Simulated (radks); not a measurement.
The numbers below are computed, except where a source is named.
Problem. Ar III, 16 electrons, occupied as [Ne] 3s2 3p4. Level of theory: non-relativistic Kohn-Sham, r2SCAN, spin-polarised, spherical densities, point nucleus; open shells are filled with parallel spins first; meta-GGA in the generalised Kohn-Sham scheme (a radial shooting solver on a logarithmic mesh with Libxc functionals). Some entries of the table are withheld. Estimate them.

orbital,occ.,eigenvalue (eV),<r> (bohr)
1s up,1,-3153.083,0.08622
1s down,1,-3152.423,0.08620
2s up,1,-330.4205,0.4144
2s down,1,-330.0925,0.4144
2p up,3,-263.5322,0.3763
2p down,3,-262.8235,0.3764
3s up,1,-52.8571,1.334
3s down,1,-49.4031,1.348
3p up,3,-37.1683,1.457
3p down,1,-33.8986,1.483
3d up,0,(1),1.884
3d down,0,(2),2.070

Solution. 
(1) 3d up eigenvalue (eV): -14.8963
(2) 3d down eigenvalue (eV): -12.3564
